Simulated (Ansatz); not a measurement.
Stretching the Si1–F2 bond in F2H2Si (SMILES F[SiH2]F) (multiplicity 1 held, fragments rigid). Energies count from the point at 1.592 Å.
Geometry at that point (charge 0, multiplicity 1):
| atom | x (Å) | y (Å) | z (Å) |
|---|---|---|---|
| Si | 0.2240 | -0.1459 | 0.3605 |
| F | -0.8952 | -0.9509 | -0.4350 |
| F | 0.4091 | 1.2675 | -0.3474 |
| H | 1.4898 | -0.8862 | 0.2617 |
| H | -0.2505 | 0.0788 | 1.7333 |

Unrestricted levels (U-) break spin symmetry where that is lower. Active spaces are followed from a long bond inwards. Curves can end on different states.

Frozen-core correlation.

Programs: Ansatz (Gaussian basis) for Hartree–Fock, density functionals and correlated methods. Values without a source in brackets are computed.

Energies in kJ/mol.

```tsv
R (Å)	U-MP2/cc-pV(D+d)Z	U-CCSD/cc-pV(D+d)Z	CASSCF(6,4)/cc-pV(D+d)Z	FIC-MRCISD on CASSCF(6,4)/cc-pV(D+d)Z	FIC-MRCISD+Q on CASSCF(6,4)/cc-pV(D+d)Z
1.273	378	375	360	369	375
1.432	78	77	73	75	77
1.592	0	0	0	0	0
1.751	21	22	22	23	22
1.910	87	88	86	89	87
2.149	210	213	203	212	210
2.387	360	333	311	329	328
2.785	574	494	439	477	479
3.183	620	575	501	555	562
3.661	634	599	526	588	596
4.297	638	604	533	597	606
5.093	639	605	534	599	608
```

Doubts at one or more of the structures used: a spin-contaminated determinant (U-MP2/cc-pV(D+d)Z, U-CCSD/cc-pV(D+d)Z); T1 above 0.05 (U-CCSD/cc-pV(D+d)Z); active orbitals that take no part (CASSCF(6,4)/cc-pV(D+d)Z, FIC-MRCISD on CASSCF(6,4)/cc-pV(D+d)Z, FIC-MRCISD+Q on CASSCF(6,4)/cc-pV(D+d)Z).

Ansatz is a first-principles code.
